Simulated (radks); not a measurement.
Task: The table gives one normalised radial function P(r) = r R(r) (large component) of Ag36+ in [Ne] 3s1 (r in bohr). Method: Dirac Kohn-Sham, PBE, spin-unpolarised, spherical densities, finite nucleus; Fermi nuclear charge, rms radius 4.5454 fm; computed with a radial shooting solver on a logarithmic mesh with Libxc functionals.

r	P
0.003179	0.0269
0.003556	0.0318
0.003946	0.0373
0.004413	0.0442
0.004897	0.0519
0.005477	0.0617
0.006127	0.0734
0.006798	0.0863
0.007604	0.1027
0.008437	0.1207
0.009437	0.1436
0.01056	0.1705
0.01171	0.1998
0.0131	0.2365
0.01454	0.2759
0.01626	0.3248
0.01819	0.3807
0.02018	0.4394
0.02257	0.5101
0.02504	0.5825
0.02801	0.6672
0.03133	0.7577
0.03477	0.8451
0.03889	0.9399
0.04349	1.0312
0.04826	1.1080
0.05398	1.1754
0.0599	1.2166
0.067	1.2291
0.07494	1.1986
0.08315	1.1229
0.093	0.9824
0.1032	0.7920
0.1154	0.5211
0.1291	0.1862
0.1433	-0.1713
0.1602	-0.5870
0.1778	-0.9773
0.1989	-1.3694
0.2224	-1.6959
0.2468	-1.9097
0.2761	-2.0195
0.3063	-1.9996
0.3426	-1.8535
0.3832	-1.6033
0.4252	-1.3135
0.4756	-0.9837
0.5278	-0.6978
0.5903	-0.4413
0.6603	-0.2523
0.7326	-0.1359
0.8195	-0.0620
0.9093	-0.0265
1.017	-0.0092

Which n and l does it have? It may be an empty orbital.

Result: n = 3, l = 1: the number of nodes gives n - l - 1 = 1, the rise at small r points to l (for j = l - 1/2 the large component starts outside the nucleus as r^gamma with gamma = sqrt(l^2 - (Z/c)^2) = 0.94 and the r^(l+1) term takes over further out; the orbital of l - 1 with the same j starts with the same power, but with a larger coefficient, and does not steepen), and the extent must fit the shell. The curve is that of 3p1/2; the two j differ most near the nucleus, where j = l - 1/2 has the larger amplitude, and in heavy atoms j = l - 1/2 is also the more compact. 3p1/2 (empty): eigenvalue -2261.3 eV, 1 radial node at r = 0.136 bohr, <r> = 0.303 bohr, 90 % of the charge inside 0.448 bohr.
